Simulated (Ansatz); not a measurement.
Reaction (ligand exchange at the Si–N bond): `C=N[SiH](O)F` + `[OH][GeH3]` → `O[SiH](F)[O][GeH3]` + `C=N`

Computed with Ansatz on PBE0-D4/def2-TZVP structures; ΔE is electronic, products minus reactants. CBS: MP2 limit from def2 TZ/QZ plus the TZ coupled-cluster correction, frozen cores. This one scheme is used for every species. DFT in def2-TZVPP. B3LYP here is the variant with VWN-RPA as its local correlation; programs differ in this. HSE06 is defined as in plane-wave codes. For Ge outer-core shells are correlated without core-valence functions, which leaves a few kJ/mol of doubt a bond. Scalar relativity is left out up to krypton. One conformer a species, not always the lowest.

```json
{"level": "revPBE-D4", "ΔE (kcal/mol)": "-18.1", "difference from CCSD(T)/CBS": "3.1"}
{"level": "B3LYP-D4", "ΔE (kcal/mol)": "-20.5", "difference from CCSD(T)/CBS": "0.7"}
{"level": "HSE06-D4", "ΔE (kcal/mol)": "-19.5", "difference from CCSD(T)/CBS": "1.7"}
{"level": "CAM-B3LYP-D4", "ΔE (kcal/mol)": "-21.1", "difference from CCSD(T)/CBS": "0.1"}
{"level": "ωB97X-V", "ΔE (kcal/mol)": "-20.6", "difference from CCSD(T)/CBS": "0.6"}
{"level": "PBE-QIDH", "ΔE (kcal/mol)": "-20.5", "difference from CCSD(T)/CBS": "0.7"}
{"level": "r2SCAN", "ΔE (kcal/mol)": "-20.1", "difference from CCSD(T)/CBS": "1.1"}
{"level": "r2SCANh", "ΔE (kcal/mol)": "-20.3", "difference from CCSD(T)/CBS": "0.9"}
{"level": "BHLYP", "ΔE (kcal/mol)": "-21.3", "difference from CCSD(T)/CBS": "-0.1"}
{"level": "HF/def2-SVP", "ΔE (kcal/mol)": "-22.6", "difference from CCSD(T)/CBS": "-1.4"}
{"level": "MP2/def2-SVP", "ΔE (kcal/mol)": "-21.6", "difference from CCSD(T)/CBS": "-0.4"}
{"level": "CCSD/def2-SVP", "ΔE (kcal/mol)": "-22.5", "difference from CCSD(T)/CBS": "-1.3"}
{"level": "HF/def2-TZVPP", "ΔE (kcal/mol)": "-22.9", "difference from CCSD(T)/CBS": "-1.7"}
{"level": "MP2/def2-TZVPP", "ΔE (kcal/mol)": "-21.0", "difference from CCSD(T)/CBS": "0.2"}
{"level": "SCS-MP2/def2-TZVPP", "ΔE (kcal/mol)": "-21.6", "difference from CCSD(T)/CBS": "-0.4"}
{"level": "SCS-MP2/def2-QZVPP", "ΔE (kcal/mol)": "-21.4", "difference from CCSD(T)/CBS": "-0.2"}
{"level": "CCSD(T)/CBS", "ΔE (kcal/mol)": "-21.2", "difference from CCSD(T)/CBS": "0"}
```

Q: What do rigid-rotor, harmonic-oscillator terms from PBE0-D4/def2-TZVP frequencies (298.15 K, 1 bar) make of the CCSD(T)/CBS value? (An estimate is asked.)

A: Computed: ΔZPE = +0.8 kcal/mol, ΔH = -20.4 kcal/mol, ΔS = -1 J/(mol·K), ΔG = -20.3 kcal/mol. Modes under 50 cm⁻¹ make the entropy rough.

Largest T1 diagnostic among the species: 0.013.

At CCSD(T), def2-SVP lies −0.9 kcal/mol from the extrapolated value and def2-TZVPP −0.5 kcal/mol. From BLYP to BHLYP (50 % exact exchange), in def2-TZVPP and without D4, ΔE moves by −2.2 kcal/mol.
